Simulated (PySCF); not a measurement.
Si(F)(H)2(NHMe) (CH6FNSi), SMILES CN[SiH2]F. The structure is a stationary point at PBE0-D3(BJ)/def2-SVP. The values are those of a single conformer.

Level of theory: PBE0-D3(BJ)/def2-SVP (PySCF).

Harmonic wavenumbers (cm⁻¹): 102, 144, 252, 322, 465, 654, 777, 818, 873, 925, 970, 1102, 1143, 1186, 1412, 1451, 1464, 1501, 2270, 2278, 3022, 3097, 3138, 3639. Rotational constants (GHz): 12.94, 3.321, 2.974; symmetry number 1.

Work out the zero-point energy and the ideal-gas rigid-rotor harmonic-oscillator thermochemistry at 298.15 K and 1 atm.

ZPE = ½ Σ hcν = ½ × 33005 cm⁻¹ = 197.41 kJ/mol. H − E(el) = 215.32 kJ/mol. Entropy in J/(mol K): translation 163.26, rotation 106.00, vibration 47.38, total 316.64. G − E(el) = 120.91 kJ/mol. Cp = 88.98 J/(mol K). Modes under 150 cm⁻¹ make the vibrational entropy uncertain.
